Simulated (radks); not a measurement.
The mean radii <r> (bohr) of the occupied orbitals of an atom or ion are listed with their occupations. Method: scalar-relativistic Kohn-Sham, PBE, spin-polarised, spherical densities, finite nucleus; Fermi nuclear charge, rms radius of each element as measured or else 0.836 A^(1/3) + 0.57 fm; computed with a radial shooting solver on a logarithmic mesh with Libxc functionals.

| orbital | occ. | <r> |
|---|---|---|
| 1s | 2 | 0.04029 |
| 2s | 2 | 0.1778 |
| 2p | 6 | 0.1550 |
| 3s | 2 | 0.5074 |
| 3p | 6 | 0.5138 |
| 3d | 10 | 0.5114 |

Name the element and its charge. Open shells, if any, are filled with parallel spins first.

Answer. Z = 37, rubidium, charge +9: Rb9+ in [Ar] 3d10. The 1s radius gives Z: for a bare nucleus <r> = (2 gamma + 1)/(2Z) with gamma = sqrt(1 - (Z/c)^2), 0.03954 bohr for Z = 37, and screening makes it slightly larger (0.04029 here). The occupations add up to 28, and the charge is Z minus that.
